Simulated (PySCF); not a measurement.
C3H5BO2.
Cartesian coordinates in Å at the GFN2-xTB level; atoms count from 1:
```
atom  x, y, z in Å
C1     2.333   -0.365    0.672
C2     1.350   -0.499    0.001
C3     0.110   -0.587   -0.737
B4    -1.054    0.323   -0.094
O5    -0.868    1.089    1.010
O6    -2.264    0.317   -0.687
H7     3.225   -0.290    1.218
H8    -0.213   -1.630   -0.770
H9     0.288   -0.283   -1.771
H10    0.012    1.055    1.389
H11   -2.913    0.874   -0.257
```

The closed-shell SCF was solved with PySCF and density fitting under several settings on one GFN2-xTB geometry (grid level 2 and gas phase unless stated).

```tsv
settings	basis functions	SCF cycles	E (Eh)	HOMO (eV)	LUMO (eV)	dipole (D)
PBE0/IGLO-II, start guess sap	162	13	-292.4244	-7.81	1.11	0.62
B3LYP/6-31G*	94	14	-292.6585	-7.13	1.45	0.72
```

Q: Estimate the row for these settings: B97-2/aug-pcSseg-1, energy threshold 1e-08 Eh, damping 0.2 at the start, DIIS from the seventh cycle.

A: 
```tsv
settings	basis functions	SCF cycles	E (Eh)	HOMO (eV)	LUMO (eV)	dipole (D)
B97-2/aug-pcSseg-1, energy threshold 1e-08 Eh, damping 0.2 at the start, DIIS from the seventh cycle	201	15	-292.5596	-7.57	-0.24	0.52
```

Q: Over all rows, what range does the HOMO–LUMO gap span?

A: From 7.33 eV (B97-2/aug-pcSseg-1, energy threshold 1e-08 Eh, damping 0.2 at the start, DIIS from the seventh cycle) to 8.92 eV (PBE0/IGLO-II, start guess sap). The functional of the narrowest has 21 % exact exchange, that of the widest 25 % exact exchange.

Q: And the dipole moment?

A: From 0.52 D (B97-2/aug-pcSseg-1, energy threshold 1e-08 Eh, damping 0.2 at the start, DIIS from the seventh cycle) to 0.72 D (B3LYP/6-31G*); the largest is 1.38 times the smallest, and the median is 0.62 D.

Cycle counts include a coarse-grid stage where the run had one. All basis functions are spherical, in the Pople sets too.

One conformer stands for the species.
